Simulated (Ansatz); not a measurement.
Reactions of ClF₂GeI (`[F][Ge]([F])([Cl])[I]`).

Isolated molecules relaxed with PBE0-D4/def2-TZVP in Ansatz; ΔE leaves out vibrations. CCSD(T)/CBS adds triple-zeta CCSD(T) − MP2 to the extrapolated MP2 energy (def2 sets, frozen cores). This one scheme is used for every species, atoms too. For atomizations the MP2-based limit and the directly extrapolated one differ by several kJ/mol either way, and by 10 to 25 for some Ge, Se and Sn compounds, so smaller differences from it don't rank the levels. DFT in def2-TZVPP. B3LYP here is the variant with VWN-RPA as its local correlation; programs differ in this. No spin–orbit coupling; open shells (•) take unrestricted orbitals. Spin–orbit coupling would lower the free atoms: a little for Cl, F; clearly for Ge; strongly for I. def2 core potentials past Kr. For Br, Ge, I, Ti outer-core shells are correlated without core-valence functions, so the limit isn't a true one: a few kJ/mol of doubt a bond, and 10 to 20 or more in all where bonds break to atoms. Scalar relativity is left out up to krypton. Each species was taken in one conformer, which may not be the lowest.

| reaction | ωB97M-V (kJ/mol) | RPA@PBE/def2-TZVPP (kJ/mol) | HF/CBS(def2) (kJ/mol) | B3LYP-D4 (kJ/mol) | CCSD(T)/CBS(def2) (kJ/mol) |
| --- | --- | --- | --- | --- | --- |
| `[F][Ge]([F])([Cl])[I]` + H₂ → `[F][GeH]([F])[Cl]` + HI | 49 | 41 | 29 | 53 | 52 |
| `[F][Ge]([F])([Cl])[I]` → Cl• + `[F][Ge]([F])[I]`• | 389 | 353 | 289 | 364 | 403 |
| `[F][Ge]([F])([Cl])[I]` + HBr → `[F][Ge]([F])([Cl])[Br]` + HI | 2 | -1 | -3 | 5 | 5 |
| `[F][Ge]([F])([Cl])[I]` → Cl• + 2 F• + Ge• + I• | 1543 | 1366 | 1058 | 1518 | 1575 |
| `[F][Ge]([F])([Cl])[I]` + `F[SiH](Cl)[O][GeH3]` → `[F][Ge]([F])([F])[I]` + `Cl[SiH](Cl)[O][GeH3]` | 58 | 58 | 64 | 60 | 60 |
| `[F][Ge]([F])([Cl])[I]` + H₂S → `[F][Ge]([F])([SH])[Cl]` + HI | 25 | 21 | 28 | 27 | 27 |
| `[F][Ge]([F])([Cl])[I]` + HI → `[F][Ge]([F])([I])[I]` + HCl | -8 | -5 | -1 | -13 | -14 |
| `[F][Ge]([F])([Cl])[I]` + `[Cl][Ge]([Cl])([Cl])[I]` → `[F][Ge]([F])([I])[I]` + `[Cl][Ge]([Cl])([Cl])[Cl]` | 0 | 1 | 1 | 0 | 2 |
| `[F][Ge]([F])([Cl])[I]` + `[OH][Ti]([OH])([F])[F]` → `[F][Ge]([F])([F])[Cl]` + `[OH][Ti]([OH])([F])[I]` | 47 | 32 | 36 | 49 | 38 |
| `[F][Ge]([F])([Cl])[I]` + H₂ → `[F][GeH]([Cl])[I]` + H–F | 40 | 39 | 35 | 40 | 33 |

Largest T1 diagnostic: 0.023, for `[OH][Ti]([OH])([F])[F]`.
